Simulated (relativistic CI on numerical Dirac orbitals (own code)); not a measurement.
**Magnetism of Zn⁴⁺, 3d8, in a crystal field**

Calculated by Dirac-Coulomb-Breit CI, separate exchange-only KLI orbitals for each configuration, model QED (radiative potential, 1s self-energy scaled to tabulated hydrogen-like ionisation energies), valence Slater integrals scaled by 0.7, one configuration in a parametric crystal field (own radial code).

Field parameters in Wybourne normalisation: Td as Oh with Dq negative (B⁴₀ = 21Dq, B⁴₄ = √(5/14) B⁴₀). The field is a parameter set, without covalency.

S is read from ⟨S²⟩ = S(S + 1).

Powder χT (cm³ K mol⁻¹) by Van Vleck's formula, with temperature-independent terms:

```csv
Field,2 K,5 K,10 K,20 K,50 K,100 K,200 K,300 K
"Td, 10Dq = -2200 cm⁻¹",0.0256,0.0641,0.128,0.256,0.641,1.28,2.28,2.81
"Td, 10Dq = -4000 cm⁻¹",0.0182,0.0456,0.0911,0.182,0.456,0.911,1.74,2.3
"Td, 10Dq = -5800 cm⁻¹",0.0154,0.0386,0.0771,0.154,0.386,0.771,1.5,2.04
"Td, 10Dq = -7550 cm⁻¹",0.014,0.035,0.0699,0.14,0.35,0.699,1.37,1.89
"Td, 10Dq = -9350 cm⁻¹",0.0131,0.0327,0.0653,0.131,0.327,0.653,1.29,1.79
"Td, 10Dq = -11100 cm⁻¹",0.0125,0.0312,0.0623,0.125,0.312,0.623,1.23,1.71
"Td, 10Dq = -12900 cm⁻¹",0.012,0.03,0.0601,0.12,0.3,0.601,1.19,1.66
"Td, 10Dq = -14650 cm⁻¹",0.0117,0.0292,0.0585,0.117,0.292,0.585,1.15,1.62
```

Question: For Td, 10Dq = -11100 cm⁻¹: what effective moment follows at 300 K?

Answer: μ_eff = √(8χT) = 3.70 μB. The ground level has S = 1.00; the spin-only moment for S = 1 is 2.83 μB. The difference comes from the orbital moment, spin-orbit mixing of terms and temperature-independent paramagnetism, all larger in this ionic model than in covalent complexes. The ground level is a non-magnetic singlet, so χT starts at zero and rises through temperature-independent paramagnetism and the filling of excited levels.
